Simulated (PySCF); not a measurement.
How many f electrons in HoI?

Unrestricted PBE0; Ho x2c-SVPall, I x2c-SVPall; spin-free X2C with a Gaussian nucleus (PySCF 2.14). The search starts from ions with several 4f fillings and holds each by maximum overlap.

The lowest solution of each spin and filling, followed along the bond (rough minima from three points):

```json
{"2Ms+1": "5", "4f population": "10.98", "⟨S²⟩ at the start": "6.00", "R at minimum (Å)": "2.90", "Te (eV)": "0.00"}
{"2Ms+1": "3", "4f population": "10.99", "⟨S²⟩ at the start": "3.00", "R at minimum (Å)": "2.91", "Te (eV)": "0.10"}
{"2Ms+1": "5", "4f population": "10.30", "⟨S²⟩ at the start": "6.01", "R at minimum (Å)": "2.81", "Te (eV)": "0.61"}
{"2Ms+1": "7", "4f population": "10.01", "⟨S²⟩ at the start": "12.00", "R at minimum (Å)": "2.82", "Te (eV)": "1.23"}
```

Solutions at the starting distance of 2.805 Å, counted from the lowest; the search is not exhaustive:

```json
{"2Ms+1": "5", "4f population": "10.98", "E (eV)": "0.00", "⟨S²⟩": "6.00", "⟨Lz²⟩": "9.0", "μ (D)": "-4.73"}
{"2Ms+1": "5", "4f population": "11.00", "E (eV)": "0.03", "⟨S²⟩": "6.00", "⟨Lz²⟩": "12.4", "μ (D)": "-4.81"}
{"2Ms+1": "3", "4f population": "10.99", "E (eV)": "0.10", "⟨S²⟩": "3.00", "⟨Lz²⟩": "9.0", "μ (D)": "-4.63"}
{"2Ms+1": "3", "4f population": "11.00", "E (eV)": "0.11", "⟨S²⟩": "3.00", "⟨Lz²⟩": "12.5", "μ (D)": "-4.68"}
{"2Ms+1": "5", "4f population": "10.30", "E (eV)": "0.57", "⟨S²⟩": "6.01", "⟨Lz²⟩": "9.0", "μ (D)": "-3.31"}
{"2Ms+1": "5", "4f population": "10.02", "E (eV)": "0.63", "⟨S²⟩": "6.02", "⟨Lz²⟩": "11.8", "μ (D)": "-2.60"}
{"2Ms+1": "5", "4f population": "10.02", "E (eV)": "0.67", "⟨S²⟩": "6.02", "⟨Lz²⟩": "12.6", "μ (D)": "-2.59"}
{"2Ms+1": "7", "4f population": "10.01", "E (eV)": "1.19", "⟨S²⟩": "12.00", "⟨Lz²⟩": "15.3", "μ (D)": "-4.45"}
{"2Ms+1": "7", "4f population": "10.01", "E (eV)": "1.23", "⟨S²⟩": "12.00", "⟨Lz²⟩": "14.5", "μ (D)": "-4.47"}
{"2Ms+1": "7", "4f population": "10.01", "E (eV)": "1.26", "⟨S²⟩": "12.01", "⟨Lz²⟩": "13.0", "μ (D)": "-4.47"}
{"2Ms+1": "5", "4f population": "10.02", "E (eV)": "1.39", "⟨S²⟩": "6.01", "⟨Lz²⟩": "0.0", "μ (D)": "-2.69"}
{"2Ms+1": "7", "4f population": "10.01", "E (eV)": "1.47", "⟨S²⟩": "12.00", "⟨Lz²⟩": "12.8", "μ (D)": "-3.18"}
{"2Ms+1": "7", "4f population": "10.01", "E (eV)": "1.51", "⟨S²⟩": "12.00", "⟨Lz²⟩": "13.4", "μ (D)": "-3.12"}
{"2Ms+1": "3", "4f population": "10.01", "E (eV)": "1.71", "⟨S²⟩": "4.01", "⟨Lz²⟩": "16.5", "μ (D)": "-4.26"}
```

Partly filled real f orbitals mix terms, so no term symbols are given. A population far from a whole number shows f orbitals mixing with d and ligand orbitals, not a clean configuration. A positive dipole means Ho(−)I(+).

Spin–orbit coupling is left out. Counting both spins, an empty level lies below a filled one in some of these solutions, because spin and occupation are held. The state is the lowest single determinant that the PBE0 search found; with open d or f shells the true ground state can be another one.
